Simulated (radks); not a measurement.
Question: The mean radii <r> (bohr) of the occupied orbitals of an atom or ion are listed with their occupations. All-electron calculation, scalar-relativistic Kohn-Sham, BLYP, spin-polarised, spherical densities, finite nucleus; Fermi nuclear charge, rms radius of each element as measured or else 0.836 A^(1/3) + 0.57 fm. Program: a radial shooting solver on a logarithmic mesh with Libxc functionals.

| orbital | occ. | <r> |
|---|---|---|
| 1s down | 1 | 0.01580 |
| 1s up | 1 | 0.01580 |
| 2s up | 1 | 0.06651 |
| 2s down | 1 | 0.06650 |
| 2p up | 3 | 0.06056 |
| 2p down | 3 | 0.06056 |
| 3s up | 1 | 0.1709 |
| 3s down | 1 | 0.1708 |
| 3p up | 3 | 0.1727 |
| 3p down | 3 | 0.1726 |
| 3d up | 5 | 0.1564 |
| 3d down | 5 | 0.1564 |
| 4s up | 1 | 0.3560 |
| 4s down | 1 | 0.3561 |
| 4p up | 3 | 0.3723 |
| 4p down | 3 | 0.3724 |
| 4d up | 5 | 0.3754 |
| 4d down | 5 | 0.3756 |
| 4f up | 1 | 0.3531 |

Name the element and its charge. Open shells, if any, are filled with parallel spins first.

Answer: Z = 83, bismuth, charge +36: Bi36+ in [Kr] 4d10 4f1. The 1s radius gives Z: for a bare nucleus <r> = (2 gamma + 1)/(2Z) with gamma = sqrt(1 - (Z/c)^2), 0.01561 bohr for Z = 83, and screening makes it slightly larger (0.01580 here). The occupations add up to 47, and the charge is Z minus that.
